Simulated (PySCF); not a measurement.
H8INSi3.
Numbering: `[SiH3:1][N:2]([SiH3:3])[SiH2:4][I:5]` (hydrogens: H6, H7, H8 on Si1; H9, H10, H11 on Si3; H12, H13 on Si4)

Structure used (PBE0-D3(BJ)/def2-SVP), in Å, numbered top down from 1:
```
atom  x, y, z in Å
Si1   -1.183   -1.137   -0.651
N2    -0.091   -0.036    0.194
Si3   -0.483    1.685    0.232
Si4    1.502   -0.570    0.632
I5     3.056   -0.415   -1.275
H6    -2.576   -0.892   -0.176
H7    -1.143   -0.932   -2.130
H8    -0.763   -2.534   -0.338
H9    -1.938    1.828    0.532
H10    0.338    2.333    1.295
H11   -0.201    2.352   -1.075
H12    1.472   -2.001    1.036
H13    2.053    0.306    1.700
```

Method: PBE0-D3(BJ)/def2-SVP geometry optimisation, gas phase, def2 core potentials past Kr in PySCF 2.14.0.

Take the most abundant isotopes and a rigid rotor. The values belong to one conformer with, in the numbering `[SiH3:1][N:2]([SiH3:3])[SiH2:4][I:5]`, Si1–N2–Si4–I5 81°.

Question: What are A, B and C (MHz)?

Answer: Ia = 228.06, Ib = 843.71, Ic = 929.09 u·Å²; 505379 MHz·u·Å²/I gives A = 2216, B = 599.0, C = 543.9 MHz.

Question: Classify the top.

Answer: A near-prolate asymmetric top; Ray's κ = -0.934.

Question: What does the inertial defect say?

Answer: Not planar: Δ = Ic − Ia − Ib = -142.68 u·Å². For a rigid frame Δ = −2 Σ m c², so Σ m c² = 71.34 u·Å² lies off the ab plane: 15.71 from hydrogen and 55.62 from heavier atoms. The atom farthest from that plane is 2.12 Å away.

Question: Give the other two planar moments, Paa and Pbb, and the rms extents of the mass along the axes.

Answer: Paa = Σ m a² = (Ib + Ic − Ia)/2 = 772.37 and Pbb = Σ m b² = (Ia + Ic − Ib)/2 = 156.72 u·Å². With the mass M = 232.90 u, the rms extents √(P/M) along a, b and c are 1.82, 0.82, 0.55 Å.

Question: Predict some low-J microwave lines.

Answer: The dipole components are |μa| = 1.62 D, |μb| = 0.01 D, |μc| = 0.58 D. The squared components, which scale the intensities, stand as 1.00 : 0.00 : 0.13 (a : b : c). Some of the stronger lines:

```tsv
type	branch	J(Ka,Kc)	MHz	lower level (cm⁻¹)
a	Q	3(1,2) ← 3(1,3)	330	0.278
a	R	1(0,1) ← 0(0,0)	1143	0.000
c	Q	3(1,3) ← 3(0,3)	1485	0.229
c	Q	1(1,1) ← 1(0,1)	1617	0.038
a	R	2(1,2) ← 1(1,1)	2231	0.092
a	R	2(0,2) ← 1(0,1)	2285	0.038
a	R	2(1,1) ← 1(1,0)	2341	0.094
a	R	3(1,3) ← 2(1,2)	3345	0.166
a	R	3(0,3) ← 2(0,2)	3423	0.114
a	R	3(2,2) ← 2(2,1)	3429	0.334
a	R	3(2,1) ← 2(2,0)	3434	0.334
a	R	3(1,2) ← 2(1,1)	3511	0.172
c	R	2(1,1) ← 1(0,1)	4013	0.038
c	Q	3(2,2) ← 3(1,2)	4769	0.289
c	Q	2(2,1) ← 2(1,1)	4851	0.172
c	R	3(1,2) ← 2(0,2)	5239	0.114
c	R	2(2,0) ← 1(1,0)	7193	0.094
c	R	2(2,1) ← 1(1,1)	7247	0.092
c	Q	3(3,1) ← 3(2,1)	8216	0.448
c	R	3(2,1) ← 2(1,1)	8287	0.172
c	R	3(2,2) ← 2(1,2)	8445	0.166
c	R	3(3,0) ← 2(2,0)	11651	0.334
c	R	3(3,1) ← 2(2,1)	11652	0.334
```

Whether it is a minimum is left open (no frequencies). Constants of a rigid frame at the computed geometry: no zero-point averaging, no centrifugal distortion. A rigid rotor knows nothing of internal rotation, which can split or shift real lines. Quadrupole hyperfine structure (14N, 127I) is left out.
